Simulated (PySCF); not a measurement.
CuF, SMILES [Cu][F], multiplicity 1.

Coordinates come from a PBE0-D3(BJ)/def2-TZVPD optimisation. The spin state was assumed, not searched.

Two levels are set side by side: TDA-PBE/def2-TZVPD (PySCF) and TDA-LC-ωPBE/def2-TZVPD (PySCF). Vertical, same geometry. The lowest singlet is HOMO−2→LUMO 100 % with PBE and HOMO−2→LUMO 80 % with the other functional; states are paired by order. Differences are taken from unrounded values.

```
quantity                              TDA-LC-ωPBE  TDA-PBE  TDA-PBE minus TDA-LC-ωPBE
------------------------------------  -----------  -------  -------------------------
lowest singlet excitation (eV)               2.49     2.09                      -0.40
lowest triplet excitation (TDA) (eV)         1.68     1.49                      -0.19
```

A lower first singlet is the usual sign of a functional without exact exchange. Differences between two approximate levels are no errors against the true value.

Rough cost on one machine, each run with all the roots and properties that it gave: TDA-LC-ωPBE against TDA-PBE about 2 times.
